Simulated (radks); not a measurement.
Q: Isoelectronic series with 6 electrons, each ion in its NIST ground configuration. All-electron calculation, scalar-relativistic Kohn-Sham, PBE, spin-polarised, spherical densities, finite nucleus; open shells are filled with parallel spins first; Fermi nuclear charge, rms radius of each element as measured or else 0.836 A^(1/3) + 0.57 fm. Program: a radial shooting solver on a logarithmic mesh with Libxc functionals. Total energies (hartree) and mean radii <r> (bohr):

ion    configuration  E (hartree)   2p up  2s down
C       [He] 2s2 2p2    -37.81029   1.746    1.607
N+      [He] 2s2 2p2    -54.02007   1.252    1.267
O2+     [He] 2s2 2p2    -73.25078  0.9878    1.044
F3+     [He] 2s2 2p2    -95.50021  0.8189   0.8873
Ne4+    [He] 2s2 2p2   -120.76959  0.7004   0.7718
Mg6+    [He] 2s2 2p2   -180.38052  0.5444   0.6125
Al7+    [He] 2s2 2p2   -214.73051  0.4901   0.5552
Si8+    [He] 2s2 2p2   -252.11698  0.4457   0.5076
S10+    [He] 2s2 2p2   -336.02331  0.3775   0.4333
Cl11+   [He] 2s2 2p2   -382.55652  0.3506   0.4037
Ar12+   [He] 2s2 2p2   -432.15292  0.3274   0.3779
K13+    [He] 2s2 2p2   -484.82055  0.3070   0.3551
Ca14+   [He] 2s2 2p2   -540.56795  0.2890   0.3349
Sc15+   [He] 2s2 2p2   -599.40421  0.2730   0.3168
Ti16+   [He] 2s2 2p2   -661.33900  0.2586   0.3006
V17+    [He] 2s2 2p2   -726.38254  0.2457   0.2859

Estimate the row of P9+ ([He] 2s2 2p2).

A: E (hartree) -292.54578; 2p up 0.4088; 2s down 0.4676.
